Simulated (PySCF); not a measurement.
These are PySCF with M06-2X/def2-TZVP // PBE0-D3(BJ)/def2-SVP values and carry that method's errors. Gas-phase values, no solvent. One relaxed conformer stands for a flexible species; it need not be the lowest. Excitations are Tamm–Dancoff values on a coarser integration grid. The basis has no diffuse functions, so Rydberg states are missing or too high.

Reference species (SMILES): `C[O][Ge]([I])([I])[I]` (C–O–Ge–I torsion 180°) (neutral, multiplicity 1).

| Property | Result |
|---|---|
| S1–T1 gap (TDA) | 0.33 eV |
| HOMO–LUMO gap | 6.93 eV |

Changed species: `C[O][Ge]([O]C)([O]C)[O]C` (0 of 4 OCH3 replaced by I; the reference has 3 of 4 OCH3 replaced by I).

Question: What does the change do to the S1–T1 gap (TDA) and HOMO–LUMO gap?

Answer: the S1–T1 gap (TDA) rises by 0.17 eV, to 0.50 eV; the HOMO–LUMO gap goes up by 3.93 eV, to 10.86 eV.
